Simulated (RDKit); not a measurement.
RDKit input (UFF):

```python
from rdkit import Chem
from rdkit.Chem import AllChem, rdDetermineBonds

mol = Chem.MolFromXYZFile('mol.xyz')
rdDetermineBonds.DetermineBonds(mol, charge=1)
print('SMILES', Chem.MolToSmiles(Chem.RemoveHs(mol)))
ff = AllChem.UFFGetMoleculeForceField(mol)
e0 = ff.CalcEnergy()
flag = ff.Minimize(maxIts=5000, forceTol=1e-5)
print(f'energy {e0:.4f} -> {ff.CalcEnergy():.4f} kcal/mol, converged: {flag == 0}')
print(Chem.MolToXYZBlock(mol))
```
mol.xyz:
```
14

C     -1.48889900    -1.37204900     0.01822200
N     -0.24473300    -0.76946500     0.59240800
C      0.90635800    -1.72540900     0.54877100
Ge     0.20672400     0.97513000    -0.28382900
H     -1.31967300    -1.58987500    -1.03411700
H     -1.72241500    -2.29460700     0.54669400
H     -2.31367100    -0.67076300     0.12158600
H     -0.43098200    -0.55924100     1.57327400
H      1.77249400    -1.27357400     1.02667000
H      0.63615900    -2.64255500     1.06911700
H      1.13485000    -1.95197800    -0.49044100
H      0.45935600     0.53172100    -1.71970600
H      1.43623100     1.42479000     0.49668900
H     -1.05914300     1.79292000    -0.05603600
```

Output:

```
SMILES C[NH+](C)[GeH3]
energy 17.2930 -> 4.5989 kcal/mol, converged: True
14

C     -1.456085   -1.357349    0.025232
N     -0.255916   -0.776225    0.637919
C      0.879069   -1.701588    0.543022
Ge     0.173346    0.831294   -0.229273
H     -1.288661   -1.577578   -1.052677
H     -1.736959   -2.300232    0.543783
H     -2.313248   -0.655144    0.118274
H     -0.449273   -0.571733    1.645879
H      1.777533   -1.258189    1.025348
H      0.648428   -2.651874    1.072715
H      1.119557   -1.932592   -0.518685
H      0.464165    0.552115   -1.726096
H      1.427327    1.456960    0.432943
H     -1.016627    1.817180   -0.109083
```

The dipole moment of an ion depends on the origin.

The geometry given is a B3LYP-D3(BJ)/def2-TZVP minimum.
